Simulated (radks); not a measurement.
These are the eigenvalues of the occupied orbitals of an atom or ion with whole-number occupations (eV). Method: Dirac Kohn-Sham, PBE, spin-unpolarised, spherical densities, finite nucleus; Fermi nuclear charge, rms radius of each element as measured or else 0.836 A^(1/3) + 0.57 fm; computed with a radial shooting solver on a logarithmic mesh with Libxc functionals.

orbital  eigenvalue
1s1/2     -80663.42
2s1/2     -14267.46
2p1/2     -13687.77
2p3/2     -11852.53
3s1/2     -3411.247
3p1/2     -3149.672
3p3/2     -2744.714
3d3/2     -2308.872
3d5/2     -2221.859
4s1/2     -782.6240
4p1/2     -670.8147
4p3/2     -572.9944
4d3/2     -389.6414
4d5/2     -371.3271
5s1/2     -152.9857
4f5/2     -136.1430
4f7/2     -132.2037
5p1/2     -115.8072
5p3/2      -98.1220
5d3/2      -46.6909
5d5/2      -44.6039
6s1/2      -35.2706

Which element is it, and in what charge state? The configuration may be excited. Open shells, if any, are shared by 2j + 1.

Answer. Z = 79, gold, charge +3: Au3+ in [Xe] 4f13 5d8 6s1. The list shows which subshells hold electrons but not how many an open one holds; the 1s level, -2964.3 hartree, gives Z - s = 77.0 by -(Z - s)^2/2, which with screening and relativity narrows Z to a few neighbours, and the depths of the outer levels then fix element, charge and occupations together.
